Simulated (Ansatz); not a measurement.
Ansatz (a quantum-chemistry and plane-wave program) input:

Ansatz 0.2 input:
```yaml
crystal:
  periodic: [false, false, false]
  atoms:
    - {symbol: Tl, position_ang: [-0.00000000, -0.00000000, -1.35233612]}
    - {symbol: I, position_ang: [0.00000000, 0.00000000, 2.06677785]}
basis:
  gaussian:
    orbitals: def2-TZVPD
hamiltonian:
  xc: {name: revPBE}
total_charge: 1
magnetization: {spin_polarized: true, initial_magnetization: 1}
output: {forces: true}
```

Question: Which total energy does the run end on?

Answer: -470.12876 Eh (revPBE/def2-TZVPD). The basis has 115 functions.
